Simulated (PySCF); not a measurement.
**Ni: ionisation energy**

Ni [Ar] 3d8 4s2 (3F) → Ni+ [Ar] 3d9 (2D), as a difference of total energies. Calculation: PySCF 2.14, in x2c-SVPall (5s3p3d1f, 36 functions); scalar relativity by spin-free X2C-1e. Correlated levels: valence: [Ar] frozen. The calculations carry no spin-orbit coupling.

```
           method  ionisation energy (eV)
              UHF                   8.167
             MN15                   6.580
             PBE0                   7.670
    MP2 (valence)                   6.702
SCS-MP2 (valence)                   7.012
```

Problem. How much does correlation contribute at MP2 (valence)?

Solution. 6.702 − (8.167) = -1.465 eV, measured against UHF.

The reference lies between the lowest fine-structure levels, while these numbers refer to the centres of the terms.

Errors of the correlated levels include the incompleteness of this basis and the frozen core.

MP2 underrates the near-degeneracy of ns² with np² in the lower species.

For comparison: 7.640 eV (measured; NIST Atomic Spectra Database, ionization energies).
